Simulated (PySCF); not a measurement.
## Yb(2+): ionisation energy

Yb(2+) [Xe] 4f14 (1S) → Yb(3+) [Xe] 4f13 (2F), as a difference of total energies. All numbers are calculated (PySCF 2.14, the spin-free X2C one-electron Hamiltonian (Gaussian nucleus), in x2c-TZVPPall (11s7p7d4f2g, 113 functions)). Correlated levels: valence: [Kr] 4d10 frozen; valence and next inner shell: [Ar] 3d10 frozen. The calculations carry no spin-orbit coupling.

```tsv
method	ionisation energy (eV)	difference from reference (eV)
UHF	20.649	-4.404
MN15	26.727	+1.674
M06-2X	24.560	-0.493
B2PLYP	25.620	+0.567
MP2 (valence)	26.793	+1.740
SCS-MP2 (valence)	25.875	+0.822
MP2 (valence and next inner shell)	27.310	+2.257
SCS-MP2 (valence and next inner shell)	26.261	+1.208
```

Reference: 25.053 ± 0.025 eV (semi-empirical (NIST evaluation); NIST Atomic Spectra Database, ionization energies).

The reference lies between the lowest fine-structure levels, while these numbers refer to the centres of the terms.

Errors of the correlated levels include the incompleteness of this basis and the frozen core.
